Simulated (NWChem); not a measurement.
System: C₅H₆; SMILES C#CC(=C)C

Output (shortened):

```
             Northwest Computational Chemistry Package (NWChem) 7.3.0
             --------------------------------------------------------

 CS  symmetry detected

                             Geometry "geometry" -> ""
                             -------------------------

 Output coordinates in angstroms (scale by  1.889725989 to convert to a.u.)

  No.       Tag          Charge          X              Y              Z
 ---- ---------------- ---------- -------------- -------------- --------------
    1 C                    6.0000    -0.04814102    -2.21075710     0.00000000
    2 C                    6.0000     0.05675736    -1.00463135     0.00000000
    3 C                    6.0000     0.11520309     0.42687335     0.00000000
    4 C                    6.0000     1.29500559     1.07037580     0.00000000
    5 C                    6.0000    -1.21472422     1.15083820     0.00000000
    6 H                    1.0000    -0.11799854    -3.27448184     0.00000000
    7 H                    1.0000     2.23772069     0.53291396     0.00000000
    8 H                    1.0000     1.33912731     2.15580726     0.00000000
    9 H                    1.0000    -1.80696982     0.87718962    -0.88138000
   10 H                    1.0000    -1.80696982     0.87718962     0.88138000
   11 H                    1.0000    -1.06951465     2.23518791     0.00000000

 Effective nuclear repulsion energy (a.u.)     142.5721289873

      Symmetry information
      --------------------

 Group name             Cs
 Group number              2
 Group order               2
 No. of unique centers    10

  pbe96 is a nonlocal functional; adding pw91lda local functional.

                                 NWChem DFT Module
                                 -----------------

 Summary of "ao basis" -> "ao basis" (spherical)
 ------------------------------------------------------------------------------
       Tag                 Description            Shells   Functions and Types
 ---------------- ------------------------------  ------  ---------------------
 C                         def2-tzvp                11       31   5s3p2d1f
 H                         def2-tzvp                 4        6   3s1p

      Symmetry analysis of basis
      --------------------------

        a'        131
        a"         60

            General Information
            -------------------
          SCF calculation type: DFT
          Wavefunction type:  closed shell.
          No. of atoms     :    11
          No. of electrons :    36
           Alpha electrons :    18
            Beta electrons :    18
          Charge           :     0
          Spin multiplicity:     1
          Use of symmetry is: on ; symmetry adaption is: on
          Maximum number of iterations: 150
          AO basis - number of functions:   191
                     number of shells:    79
          Convergence on energy requested:  1.00D-06
          Convergence on density requested:  1.00D-05
          Convergence on gradient requested:  5.00D-04

              XC Information
              --------------
          PerdewBurkeErnzerhof Exchange Functional  1.000
            Perdew 1991 LDA Correlation Functional  1.000 local
           PerdewBurkeErnz. Correlation Functional  1.000 non-local

             Grid Information
             ----------------
          Grid used for XC integration:  medium
          Radial quadrature: Mura-Knowles
          Angular quadrature: Lebedev.
          Tag              B.-S. Rad. Rad. Pts. Rad. Cut. Ang. Pts.
          ---              ---------- --------- --------- ---------
          C                   0.70       49          12.0       434
          H                   0.35       45          13.0       434
          Grid pruning is: on
          Number of quadrature shells:   470
          Spatial weights used:  Erf1

      Superposition of Atomic Density Guess
      -------------------------------------

 Sum of atomic energies:        -191.35549621

      Non-variational initial energy
      ------------------------------

 Total energy =    -194.403106
 1-e energy   =    -536.835842
 2-e energy   =     199.860608
 HOMO         =      -0.287346
 LUMO         =      -0.036244

      Symmetry analysis of molecular orbitals - initial
      -------------------------------------------------

  Numbering of irreducible representations:

     1 a'          2 a"

  Orbital symmetries:

     1 a'          2 a'          3 a'          4 a'          5 a'
     6 a'          7 a'          8 a'          9 a'         10 a'
    11 a'         12 a'         13 a"         14 a'         15 a'
    16 a"         17 a'         18 a"         19 a"         20 a'
    21 a'         22 a'         23 a"         24 a'         25 a'
    26 a'         27 a"         28 a'

------------------------------------------------------------
EAF file 0: "./job.aoints.0" size=421003264 bytes
------------------------------------------------------------
               write      read    awrite     aread      wait
               -----      ----    ------     -----      ----
     calls:      803         0         0         0         0
   data(b): 4.21e+08  0.00e+00  0.00e+00  0.00e+00
   time(s): 0.00e+00  0.00e+00  0.00e+00  0.00e+00  0.00e+00
rate(mb/s): 0.00e+00  0.00e+00
------------------------------------------------------------

     ---------------------------------------------
      Total Density - Mulliken Population Analysis
     ---------------------------------------------

    Atom       Charge   Shell Charges
 -----------   ------   -------------------------------------------------------
    1 C    6     6.28   0.86  1.12  0.60  0.48  0.09  1.21  1.45  0.44  0.01  0.00  0.01
    2 C    6     6.02   0.86  1.12  0.60  0.50  0.13  1.20  1.22  0.29  0.02  0.08  0.01
    3 C    6     5.89   0.86  1.12  0.55  0.57  0.09  1.13  1.21  0.22  0.02  0.11  0.01
    4 C    6     6.40   0.86  1.12  0.58  0.66  0.13  1.23  1.30  0.48  0.01  0.03  0.01
    5 C    6     6.51   0.86  1.12  0.55  0.66  0.15  1.26  1.41  0.45  0.01  0.04  0.00
    6 H    1     0.75   0.22  0.42  0.09  0.02
    7 H    1     0.83   0.24  0.45  0.12  0.02
    8 H    1     0.84   0.24  0.45  0.13  0.02
    9 H    1     0.82   0.24  0.44  0.12  0.02
   10 H    1     0.82   0.24  0.44  0.12  0.02
   11 H    1     0.83   0.24  0.44  0.12  0.02

   convergence    iter        energy       DeltaE   RMS-Dens  Diis-err
 ---------------- ----- ----------------- --------- --------- ---------
 d= 0,ls=0.0,diis     1   -193.8029789835 -3.36D+02  6.73D-03  7.36D-01
 d= 0,ls=0.0,diis     2   -193.8417300854 -3.88D-02  2.10D-03  1.30D-01
 d= 0,ls=0.0,diis     3   -193.8251023637  1.66D-02  1.41D-03  2.50D-01
 d= 0,ls=0.0,diis     4   -193.8543416788 -2.92D-02  4.49D-04  2.26D-02
 d= 0,ls=0.0,diis     5   -193.8571512084 -2.81D-03  1.58D-04  2.42D-03
  Resetting Diis
 d= 0,ls=0.0,diis     6   -193.8573212663 -1.70D-04  8.54D-05  8.29D-04
 d= 0,ls=0.0,diis     7   -193.8574394927 -1.18D-04  5.17D-05  1.55D-05
 d= 0,ls=0.0,diis     8   -193.8574233174  1.62D-05  3.28D-05  1.25D-04
 d= 0,ls=0.0,diis     9   -193.8574413778 -1.81D-05  6.73D-06  3.28D-06
 d= 0,ls=0.0,diis    10   -193.8574417335 -3.56D-07  1.78D-06  3.04D-07

         Total DFT energy =     -193.857441733549
      One electron energy =     -541.746794216893
           Coulomb energy =      234.326713658173
    Exchange-Corr. energy =      -29.009490162132
 Nuclear repulsion energy =      142.572128987303

 Numeric. integr. density =       36.000001248178

                  Occupations of the irreducible representations
                  ----------------------------------------------

                     irrep           alpha         beta
                     --------     --------     --------
                     a'               15.0         15.0
                     a"                3.0          3.0

                       DFT Final Molecular Orbital Analysis
                       ------------------------------------

 Vector   16  Occ=2.000000D+00  E=-2.879420D-01  Symmetry=a"
              MO Center= -7.5D-02, -4.2D-01, -3.5D-17, r^2= 3.0D+00
   Bfn.  Coefficient  Atom+Function         Bfn.  Coefficient  Atom+Function
  ----- ------------  ---------------      ----- ------------  ---------------
    39      0.254925   2 C  pz               42      0.214114   2 C  pz
     8      0.192821   1 C  pz               70      0.189239   3 C  pz
    73      0.158159   3 C  pz               11      0.149990   1 C  pz
   132     -0.135951   5 C  pz              101      0.135177   4 C  pz
   104      0.115396   4 C  pz              175      0.104590   9 H  s

 Vector   17  Occ=2.000000D+00  E=-2.479851D-01  Symmetry=a'
              MO Center= -2.0D-02, -1.5D+00, -9.3D-16, r^2= 1.9D+00
   Bfn.  Coefficient  Atom+Function         Bfn.  Coefficient  Atom+Function
  ----- ------------  ---------------      ----- ------------  ---------------
     6      0.311618   1 C  px               37      0.291313   2 C  px
    40      0.245440   2 C  px                9      0.243426   1 C  px
    12      0.164609   1 C  px               43      0.099547   2 C  px
   129      0.087432   5 C  s                68     -0.072663   3 C  px
   131     -0.067132   5 C  py               71     -0.064756   3 C  px

 Vector   18  Occ=2.000000D+00  E=-2.185940D-01  Symmetry=a"
              MO Center=  4.4D-01, -2.9D-01,  1.6D-16, r^2= 3.7D+00
   Bfn.  Coefficient  Atom+Function         Bfn.  Coefficient  Atom+Function
  ----- ------------  ---------------      ----- ------------  ---------------
   101     -0.263448   4 C  pz                8      0.244124   1 C  pz
   104     -0.230755   4 C  pz               11      0.194795   1 C  pz
    70     -0.186718   3 C  pz              107     -0.177537   4 C  pz
    39      0.163817   2 C  pz               73     -0.159503   3 C  pz
    14      0.148410   1 C  pz               42      0.139220   2 C  pz

[...]
```

Level: PBE/def2-TZVP. Structure relaxed at the B3LYP/6-31G* (spherical d) level.

Problem. Which NWChem input produces such a log?

Solution. One answer among several that fit: the input that was run:
```
start job
memory heap 200 mb stack 900 mb global 1100 mb
geometry units angstroms noautoz
  C     -0.041825    -2.216481     0.000000
  C      0.061728    -1.010239     0.000000
  C      0.118577     0.421330     0.000000
  C      1.297661     1.066148     0.000000
  C     -1.212157     1.143811     0.000000
  H     -0.110496    -3.280283     0.000000
  H      2.240975     0.529738     0.000000
  H      1.340572     2.151628     0.000000
  H     -1.804097     0.869502    -0.881380
  H     -1.804097     0.869502     0.881380
  H     -1.068157     2.228322     0.000000
end
basis spherical
  * library def2-tzvp
end
dft
  xc xpbe96 cpbe96
  iterations 150
  semidirect filesize 400000000
  mulliken
end
task dft energy
```
